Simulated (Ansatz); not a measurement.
`CN[Si](F)(F)OC` at its PBE0-D4/def2-TZVP geometry, where that method's forces vanish. Charge 0, multiplicity 1.

```xyz
14

C     1.0420    2.1036   -1.1594
N     0.3452    0.8428   -1.0092
Si    0.1502   -0.0219    0.4108
F     1.4219   -0.8547    0.8866
F    -0.0742    0.9967    1.6069
O    -1.0742   -1.0507    0.2106
C    -1.3312   -2.2104    0.9761
H     1.1951    2.5577   -0.1792
H     0.4556    2.8093   -1.7544
H     2.0241    1.9874   -1.6300
H     0.0760    0.4012   -1.8723
H    -1.9898   -2.8587    0.3968
H    -0.4097   -2.7533    1.2038
H    -1.8309   -1.9489    1.9129
```

**Question.** What forces (eV/Å) does r2SCAN-D4/def2-TZVPP give on these atoms in the Gaussian-basis code of Ansatz? (Estimate.)

**Answer.** Ansatz gave: 
```
C1   0.105  0.196 -0.029
N2  -0.114 -0.167  0.040
Si3  0.003  0.001 -0.005
F4   0.057 -0.043  0.029
F5  -0.004  0.052  0.044
O6  -0.010  0.211 -0.199
C7  -0.052 -0.256  0.167
H8  -0.005 -0.016 -0.012
H9   0.012  0.000  0.004
H10 -0.002  0.012  0.001
H11 -0.003 -0.001 -0.045
H12  0.011  0.009  0.014
H13 -0.003  0.004 -0.002
H14  0.005 -0.002 -0.008
```
